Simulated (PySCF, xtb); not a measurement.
In(OH)2(OSiH3) (H5InO3Si), SMILES [OH][In]([O][SiH3])[OH]. The values are those of a single conformer.

Harmonic wavenumbers (cm⁻¹) from xtb with GFN2-xTB at its own minimum, in rising order: 33, 65, 81, 103, 131, 139, 154, 191, 343, 427, 449, 585, 594, 681, 729, 746, 779, 810, 868, 2149, 2185, 2209, 3612, 3632.

Q: What does PBE-D3(BJ)/def2-SVP (PySCF) give at its own minimum? (The exact figures need the calculation; the answer reports its results.)

A: 28, 53, 62, 108, 127, 142, 145, 254, 446, 557, 592, 693, 701, 807, 851, 909, 916, 928, 967, 2135, 2135, 2164, 3699, 3701. Paired by order, the mean absolute difference is 73 cm⁻¹ and the zero-point energies are 31.0 and 33.1 kcal/mol.
